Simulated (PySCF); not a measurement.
CuH₂: bending curve

Method: PySCF, UTPSS, basis Cu def2-TZVP, H def2-TZVP (no relativity, density fitting).

Rigid scan from the doublet minimum (Cu–H 1.526 Å (×2); H–Cu–H 123.0°). Coordinate: the H–Cu–H angle, bonds fixed. Energies in kJ/mol from the minimum.

| bond angle (°) | E (kJ/mol) | dipole size (D) | ⟨S²⟩ |
| --- | --- | --- | --- |
| 80 | 42.7 | 2.74 | 0.76 |
| 90 | 25.4 | 2.53 | 0.76 |
| 100 | 12.5 | 2.30 | 0.76 |
| 110 | 4.1 | 2.03 | 0.76 |
| 120 | 0.2 | 1.75 | 0.76 |
| 130 | 1.2 | 1.46 | 0.76 |
| 140 | 7.1 | 1.17 | 0.76 |
| 150 | 17.9 | 0.89 | 0.76 |
| 160 | 33.2 | 0.63 | 0.76 |
| 170 | 52.3 | 0.41 | 0.76 |
| 180 | 36.7 | 0.00 | 0.75 |

With the bonds held, the linear shape lies 36.7 kJ/mol from the minimum.

Open d and f shells are described by one determinant, and the ground state may have another occupation or spin.

Other isomers or separated fragments may lie lower.

The scan took 57 s on 2 threads of a shared Arm Neoverse N1 host; the process peaked at 0.59 GiB. Launch command: `OMP_NUM_THREADS=2 python axn.py task.json out`.
